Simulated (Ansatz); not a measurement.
Ansatz results at the PBE0-D4/def2-TZVP geometry: HOMO energy (ωB97M-V/def2-TZVPP) -8.46 eV; HOMO–LUMO gap (PBE/def2-TZVPP) 4.32 eV; HOMO–LUMO gap (PBE0/def2-TZVPP) 6.47 eV.

Each molecule was computed in one conformer, which needn't be the lowest.

Which molecule gave them?
A. `C[C](=N)[GeH2][OH]`
B. `OBB[SiH3]`
C. `C[N](C)[Ge][OH]`
D. `[CH3][Ge]1([OH])[CH2][NH]1`

D. The others give `C[N](C)[Ge][OH]`: -8.97, 3.70, 5.68; `OBB[SiH3]`: -9.87, 3.17, 5.41; `C[C](=N)[GeH2][OH]`: -9.30, 4.16, 6.59.
